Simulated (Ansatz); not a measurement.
Zn6Se4Cl4. The state is a singlet with charge 0. Geometry PBE-D4/def2-SVP, basis def2-TZVP, Ansatz.

Cartesian coordinates in Å:
```
Se 0.6045 0.6786 -2.3541
Se -2.3639 2.0340 0.5130
Se 0.6182 0.1459 1.8911
Se -1.7747 -2.3894 -0.2215
Zn 2.4932 -0.0126 -1.0196
Zn -1.1499 1.9895 2.5864
Zn -0.0687 1.3959 -0.1941
Zn -0.9177 -1.2678 -2.2901
Zn -1.8077 -0.2923 0.9214
Zn 0.4575 -1.8072 0.4110
Cl 3.9400 1.2165 -0.0185
Cl -0.8838 2.7848 4.5406
Cl -1.5577 -2.1083 -4.1605
Cl 2.4108 -2.3675 -0.6051
```

| run | HOMO (eV) | LUMO (eV) |
| --- | --- | --- |
| A | -8.03 | -3.11 |
| B | -7.13 | -3.63 |
| C | -7.18 | -3.75 |
| D | -6.82 | -3.77 |
| E | -8.97 | -2.40 |
| F | -7.58 | -3.39 |

Single mean-field runs in def2-TZVP are fitted with def2-universal-jkfit.

Problem. The runs used B97M-V, BHLYP, PBE, PBE0, r2SCAN, r2SCANh. Estimate which is which.

Solution. A PBE0 (25 % exact exchange); B r2SCAN (0 % exact exchange); C B97M-V (0 % exact exchange); D PBE (0 % exact exchange); E BHLYP (50 % exact exchange); F r2SCANh (10 % exact exchange). Exact exchange lowers occupied and raises empty levels; among semilocal functionals meta-GGAs tend to open the gap a little, and such runs are hard to tell apart. The gap grows from 3.05 eV (PBE) to 6.57 eV (BHLYP).
